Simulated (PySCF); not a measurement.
**Working out the ionisation energy of Cd**

Cd [Kr] 4d10 5s2 (1S) → Cd⁺ [Kr] 4d10 5s1 (2S). Calculation: PySCF 2.14, in x2c-TZVPPall; the spin-free X2C one-electron Hamiltonian (Gaussian nucleus). Frozen: [Ar] 3d10. Energies in hartree (1 hartree = 27.21139 eV):

```json
{"part": "UHF", "Cd (lower)": "-5591.313308", "Cd⁺ (upper)": "-5591.043894"}
{"part": "CCSD correlation", "Cd (lower)": "-0.680130", "Cd⁺ (upper)": "-0.631624"}
{"part": "(T)", "Cd (lower)": "-0.019187", "Cd⁺ (upper)": "-0.014610"}
```

**Question.** What does Hartree-Fock give?

**Answer.** (-5591.043894) − (-5591.313308) = 0.269414 hartree = 7.331 eV.

**Question.** What do CCSD and CCSD(T) give?

**Answer.** The CCSD correlation energies differ by 0.048506 hartree = 1.320 eV and the triples by 0.004577 hartree = 0.125 eV, so CCSD gives 8.651 eV and CCSD(T) 8.776 eV.

Measured between the centres of the two terms (NIST): 8.994 eV, so CCSD(T) (valence and next inner shell) is off by -0.218 eV.

What remains against the reference includes basis incompleteness, the frozen core and higher excitations.
